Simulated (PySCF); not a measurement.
Geometry (Å), atoms numbered from 1 in this order:
```xyz
15

C    -1.672   -0.407   -0.728
C    -0.478   -0.015    0.144
C    -0.909    0.315    1.483
N    -1.240    0.578    2.544
C     0.597   -1.112    0.269
O     0.394   -2.287    0.383
C     1.902   -0.420    0.175
C     1.749    0.855   -0.191
C     0.321    1.189   -0.390
O    -0.142    2.172   -0.895
H    -2.173   -1.273   -0.302
H    -1.329   -0.654   -1.730
H    -2.373    0.422   -0.789
H     2.827   -0.939    0.363
H     2.524    1.584   -0.359
```

Averaged over atoms made equivalent by symmetry, fast rotation or ring inversion, in vacuum, a single conformation, non-relativistic. GFN2-xTB geometry; shielding tensors at PBE0/pcSseg-1 (GIAO); PySCF 2.14.

Shifts are taken against calculated references (same method and geometry level): TMS for ¹³C (186.93 ppm) and ¹H (31.72 ppm); ¹⁵N (267.73 ppm) against NH3; ¹⁷O (336.08 ppm) vs H2O.

| atoms | nucleus | count | Hirshfeld charge | δ (ppm) |
| --- | --- | --- | --- | --- |
| N4 | ¹⁵N | 1 | -0.21 | ? |
| C7/C8 | ¹³C | 2 | -0.01 | ? |
| H14/H15 | ¹H | 2 | 0.08 | 7.52 |
| H11/H12/H13 | ¹H | 3 | 0.05 | 1.61 |
| C5/C9 | ¹³C | 2 | 0.17 | 201.5 |
| C2 | ¹³C | 1 | 0.01 | 45.7 |
| C1 | ¹³C | 1 | -0.11 | ? |
| C3 | ¹³C | 1 | 0.08 | 120.7 |
| O6/O10 | ¹⁷O | 2 | -0.20 | 664.9 |

Question: Estimate the values marked ?.

Answer: 
- C7/C8: 157.1 ppm, β carbon of a C=C–C=O unit; conjugation with the carbonyl draws π density from the β position
- C1: 17.6 ppm, methyl carbon; aliphatic region, no heteroatom directly attached
- N4: 304.3 ppm, nitrile nitrogen

Shifts are as computed. Against solution values, carbons near 30 ppm lie about +3 ppm off and those near 130 ppm about +5 ppm. Of 1211 compounds with measured shifts, 218 miss one by over three times the rms of a fit or turn the order of signals round; such compounds aren't used in these exercises. Unscaled 17O shifts of doubly bonded oxygen tend to come out too high, by tens of ppm or more. Experimental scales use liquid or dissolved standards, which lie at an offset from isolated NH3 (liquid NH3: subtract about 20 ppm) and H2O (liquid H2O: subtract about 36 ppm). Unscaled 15N shifts of sp2 nitrogen come out 20 to 40 ppm too high even then.
